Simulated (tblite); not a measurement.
I3Zr, doublet, geometry from GFN2-xTB (such geometries of metal compounds can be far from the true shape) (the multiplicity is a formal guess); GFN1-xTB with ALPB(water) (tblite).

Input for tblite:
```
$ tblite run mol.xyz --method gfn1 --charge 0 --spin 1 --alpb water --json tblite.json --no-restart

# file mol.xyz
4

Zr    -0.36838690     0.35251267     0.73412604
I     -1.91094093    -1.65624311    -0.43739609
I      0.06579663     2.21046464    -1.30217845
I      2.12317215    -0.82026883     1.18551715
```

Problem. What does tblite print? Leave out banner, timings and long lists.

Solution. 
```
xTB calculator
 | screened Coulomb repulsion
 | Coulomb electrostatics
 |  * isotropic Klopman-Ohno-Mataga-Nishimoto electrostatics
 |  * onsite third-order electrostatics
 | DFT-D3(BJ) dispersion correction
 | Interactions (3)
 | [1] alpb/gbsa reaction field model
 | [2] cds contribution to solvation
 | [3] empirical free energy shift and standard state/solvent correction

halogen bonding energy    0.0000000000000E+00 Eh
repulsion energy          4.3220705612599E-02 Eh
dispersion energy        -2.7392145119977E-03 Eh
interaction energy       -5.4462799856381E-03 Eh
number of electrons       2.5000000000000E+01 e
integral cutoff           4.0000000000000E+01 bohr

------------------------------------------------------------
  cycle        total energy    energy error   density error
------------------------------------------------------------
      1     -13.15826724339  -1.3193302E+01   6.7009360E-01
      2     -13.31974678823  -1.6147954E-01   3.4562363E-01
      3     -13.31975358476  -6.7965341E-06   1.5933865E-01
      4     -13.31954917163   2.0441313E-04   1.5055566E-02
      5     -13.31966330520  -1.1413357E-04   1.3871679E-02
      6     -13.31970754740  -4.4242205E-05   1.1810374E-02
      7     -13.31982206122  -1.1451381E-04   1.3128528E-03
      8     -13.31982347530  -1.4140843E-06   1.5448430E-05
      9     -13.31982347540  -1.0000178E-10   9.7353961E-06
------------------------------------------------------------

electronic energy        -1.3354858686516E+01 Eh
total energy             -1.3319823475401E+01 Eh

Post processing:
 | Mayer-Wiberg bond orders

[Info] JSON dump of results written to 'tblite.json'
```
